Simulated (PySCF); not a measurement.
Se(Cl)(NMe2) (C2H6ClNSe), SMILES CN(C)[Se]Cl.

Geometry optimised at B3LYP-D3(BJ)/def2-SVP. One conformer was computed; it need not be the lowest.

Method: PBE/def2-TZVP (PySCF).

Symmetry labels are those of the subgroup Cs that the program uses (full group Cs).

Computed valence orbital energies around the gap with their symmetry:
```
orbital  symmetry  energy (eV)
-------  --------  -----------
HOMO−7         A"       -10.02
HOMO−6         A'        -9.80
HOMO−5         A"        -9.53
HOMO−4         A'        -8.80
HOMO−3         A"        -7.60
HOMO−2         A'        -7.22
HOMO−1         A'        -6.30
HOMO           A"        -5.39
LUMO           A'        -2.78
LUMO+1         A'        -1.07
LUMO+2         A'         0.30
LUMO+3         A"         1.44
```
